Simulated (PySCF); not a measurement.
V(O)2(OH) (HO3V), SMILES [O]=[V](=[O])[OH], multiplicity 1. Heavy atoms are numbered as in [V:1](=[O:2])(=[O:3])[OH:4]. Hydrogens are named by the atom that carries them.

Coordinates come from a PBE0-D3(BJ)/def2-SVP optimisation. A frequency run showed that this geometry is not a minimum. The multiplicity is an assumed one; other spin states were not compared. Other conformers were not sampled.

All values below come from PBE/def2-TZVPD (PySCF).

Mulliken values depend strongly on the basis, most of all with diffuse functions as here. Atomic charges (e), one atom of each kind:

```
atom     meta-Löwdin  Mulliken
-------  -----------  --------
V1              1.28      1.72
O2             -0.45     -0.61
O4 (OH)        -0.73     -0.75
H on O4         0.36      0.26
```
